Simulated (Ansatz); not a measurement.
```yaml
crystal:
  periodic: [false, false, false]
  atoms:
    - {symbol: Au, position_ang: [0.450738, -0.206175, -0.276399]}
    - {symbol: Au, position_ang: [1.041537, 0.344190, 2.164882]}
    - {symbol: I, position_ang: [-1.492275, -0.138005, -1.888483]}
basis:
  gaussian: {orbitals: def2-mTZVPP, final_grid: {core_spheres: 5, valence_spheres: 4, degree: 11}}
magnetization: {spin_polarized: true, initial_magnetization: 1}
hamiltonian: {xc: {name: PBE0}, dispersion: d2}
scf: {omitted_lower_state_checks: [starts]}
```

```sh
$ ansatz run in.yaml --threads 4 --pin off --events-out ev --progress --plain --max-ram 3916MiB
```

Output, abridged:

```
Error: YAML parse error: error: line 10 column 45: hamiltonian.dispersion: `d2` is not `none`, `rvv10`, `d3bj`, `d3bjatm`, `d4` or a map `{method: …, s8: …, a1: …, a2_bohr: …}` (numbers without units, a2 in bohr) or `{method: …, functional: …}`
 8 |   gaussian: {orbitals: def2-mTZVPP, final_grid: {core_spheres: 5, valence_spheres: 4, degree: 11}}
 9 | magnetization: {spin_polarized: true, initial_magnetization: 1}
10 | hamiltonian: {xc: {name: PBE0}, dispersion: d2}
11 | scf: {omitted_lower_state_checks: [starts]}
```

(1) Something in this input is off. What?

Answers

(1) The program holds no damping parameters for this pairing of functional and dispersion term, so they'd have to be typed. The input was rejected before any iteration.
